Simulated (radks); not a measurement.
Values are calculated unless marked as measured or tabulated.
Excited configurations of Nb XXXVI: one electron is placed in a higher orbital outside [He] 2s2 2p1. The ground configuration is [He] 2s2 2p2. Code: a radial shooting solver on a logarithmic mesh with Libxc functionals. Model: scalar-relativistic Kohn-Sham, PBEsol, spin-polarised, spherical densities, point nucleus; open shells are filled with parallel spins first (spin-orbit coupling, left out, can overturn this in heavy ions). Excitation = E - E(ground); binding = E(ion) - E, where the ion is the core of charge +36; n* = 36/sqrt(2 binding) in atomic units. These energies are relativistic, and a one-electron ion of charge +36 with no core already has n* below n in this formula (scalar-relativistic equation, point nucleus: 3s 2.974, 3p 2.986, 4p 3.983, 4d 3.993, 4f 3.997, 5s 4.970, 5p 4.982, 5f 4.995, 6f 5.994, 7s 6.969, 7p 6.981, 7d 6.990). The quantum defect is therefore taken as that value minus n*, so that it holds no relativistic shift of the bare ion.

| outer orbital | excitation (eV) | binding (eV) | n* | quantum defect | eigenvalue (eV) |
|---|---|---|---|---|---|
| 3s | 2649.3 | 2121.2 | 2.883 | 0.090 | -2094.0 |
| 3p | 2710.5 | 2060.0 | 2.926 | 0.060 | -2030.6 |
| 4p | 3622.9 | 1147.6 | 3.920 | 0.064 | -1132.7 |
| 4d | 3645.8 | 1124.7 | 3.960 | 0.033 | -1108.6 |
| 4f | 3663.8 | 1106.7 | 3.992 | 0.005 | -1088.1 |
| 5s | 4027.7 | 742.77 | 4.872 | 0.098 | -734.09 |
| 5p | 4040.5 | 730.00 | 4.915 | 0.067 | -721.21 |
| 5f | 4059.6 | 710.89 | 4.980 | 0.015 | -700.38 |
| 6f | 4276.1 | 494.39 | 5.972 | 0.022 | -487.81 |
| 7s | 4396.0 | 374.45 | 6.862 | 0.106 | -370.35 |
| 7p | 4400.6 | 369.87 | 6.905 | 0.076 | -365.75 |
| 7d | 4404.5 | 365.97 | 6.941 | 0.049 | -361.64 |

The Delta-SCF ionisation energy is 4770.5 eV (NIST Atomic Spectra Database: 4815 eV, semi-empirical). Self-interaction in the functional shifts the binding energies and quantum defects, so they are the method's values and not measured ones. Open shells are spherical and high-spin; term and fine-structure splittings are not resolved.
